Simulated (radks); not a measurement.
Coherent X-ray form factor from a spherical all-electron density. All-electron calculation, Dirac Kohn-Sham, LB94 model potential, spin-unpolarised, spherical densities, finite nucleus; Fermi nuclear charge, rms radius of each element as measured or else 0.836 A^(1/3) + 0.57 fm. Program: a radial shooting solver on a logarithmic mesh with Libxc functionals.

sin(theta)/lambda (1/angstrom),f0 (electrons)
0.05,75.438
0.1,73.818
0.15,71.322
0.2,68.206
0.25,64.737
0.3,61.157
0.4,54.322
0.5,48.423
0.6,43.505
0.8,35.757
1,29.694
1.25,23.831
1.5,19.716
2,15.176

The species is in the configuration that NIST lists as its ground one. Which atom or ion scatters so?

Answer. The thallium ion Tl5+, [Xe] 4f14 5d8. Extrapolating in s^2 from the first two rows gives f0(0) = 76.0, near the electron count 76; among species with that count, the fall with angle is slower the higher Z, and the table is that of Z = 81; from so few rows the species is fixed only to a neighbour or two.
